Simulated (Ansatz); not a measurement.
Reaction (isomerisation): `CO[Si]OC` → `C[SiH2]C(=O)O`

Isolated molecules relaxed with PBE0-D4/def2-TZVP in Ansatz; ΔE leaves out vibrations. CCSD(T)/CBS is the MP2 limit (def2-TZVPP, def2-QZVPP) plus CCSD(T) − MP2 in def2-TZVPP, frozen cores. Functionals use def2-TZVPP. B3LYP here is the variant with VWN-RPA as its local correlation; programs differ in this. HSE06 is defined as in plane-wave codes. One conformer a species, not always the lowest.

```
             level  ΔE (kJ/mol)  difference from CCSD(T)/CBS
            PBE-D4         18.0                        -20.1
          B3LYP-D4         41.5                          3.4
          HSE06-D4         22.8                        -15.3
              BLYP         35.0                         -3.1
           r2SCANh         17.8                        -20.3
           r2SCAN0         22.5                        -15.6
             BHLYP         45.6                          7.5
         CAM-B3LYP         42.3                          4.2
           LC-ωPBE         16.3                        -21.8
       HF/def2-SVP         18.2                        -19.9
      MP2/def2-SVP          1.1                        -37.0
     CCSD/def2-SVP         16.2                        -21.9
     HF/def2-TZVPP         38.5                          0.4
SCS-MP2/def2-QZVPP         37.6                         -0.5
      HF/CBS(def2)         42.0                          3.9
    CCSD/CBS(def2)         43.4                          5.3
       CCSD(T)/CBS         38.1                            0
```

What do rigid-rotor, harmonic-oscillator terms from PBE0-D4/def2-TZVP frequencies (298.15 K, 1 bar) make of the CCSD(T)/CBS value? (Best estimate.)

The calculation gave: ΔZPE = -18.2 kJ/mol, ΔH = +18.8 kJ/mol, ΔS = 2 J/(mol·K), ΔG = +18.3 kJ/mol. Modes under 50 cm⁻¹ make the entropy rough.

Largest T1 diagnostic among the species: 0.015.

Leaving LDA and LC-ωPBE aside and taking each functional with its dispersion term where it has one, the values, not all of them listed here, spread over 32.4 kJ/mol, from r2SCAN-D4 to BHLYP-D4. LDA lies +11.0 kJ/mol from PBE without D4. From PBE to PBE0 (25 % exact exchange), in def2-TZVPP and without D4, ΔE moves by +5.1 kJ/mol.
